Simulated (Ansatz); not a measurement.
Reaction (cleavage of the Al–Si bond): `[CH3][Al]([SiH3])[SiH3]` + CH₃NH₂ → `C[NH][Al]([CH3])[SiH3]` + SiH₄

Isolated molecules relaxed with PBE0-D4/def2-TZVP in Ansatz; ΔE leaves out vibrations. CBS: MP2 limit from def2 TZ/QZ plus the TZ coupled-cluster correction, frozen cores. This one scheme is used for every species. Functionals use def2-TZVPP. B3LYP here is the variant with VWN-RPA as its local correlation; programs differ in this. One conformer a species, not always the lowest.

| level | ΔE (kJ/mol) | difference from CCSD(T)/CBS |
| --- | --- | --- |
| PBE-D4 | -80.3 | 15.8 |
| r2SCAN-D4 | -93.7 | 2.4 |
| PBE0-D4 | -81.4 | 14.7 |
| B3LYP-D4 | -98.3 | -2.2 |
| ωB97X-V | -94.3 | 1.8 |
| ωB97M-V | -100.7 | -4.6 |
| B2PLYP | -100.5 | -4.4 |
| PBE | -78.1 | 18.0 |
| r2SCAN | -93.0 | 3.1 |
| PBE0 | -79.6 | 16.5 |
| B3LYP | -95.0 | 1.1 |
| HF/def2-TZVPP | -99.2 | -3.1 |
| MP2/def2-TZVPP | -106.6 | -10.5 |
| SCS-MP2/def2-TZVPP | -106.6 | -10.5 |
| CCSD/def2-TZVPP | -97.0 | -0.9 |
| CCSD(T)/def2-TZVPP | -97.3 | -1.2 |
| HF/def2-QZVPP | -100.2 | -4.1 |
| MP2/def2-QZVPP | -106.2 | -10.1 |
| SCS-MP2/def2-QZVPP | -106.1 | -10.0 |
| HF/CBS(def2) | -100.3 | -4.2 |
| MP2/CBS(def2) | -105.3 | -9.2 |
| CCSD/CBS(def2) | -95.7 | 0.4 |
| CCSD(T)/CBS | -96.1 | 0 |

Largest T1 diagnostic among the species: 0.013.

The D4 term adds −3.3 kJ/mol with B3LYP and −1.8 kJ/mol with PBE0; it sums over pairs of atoms, weighted by their polarisabilities, and B3LYP, whose exchange is more repulsive, gets the larger term.
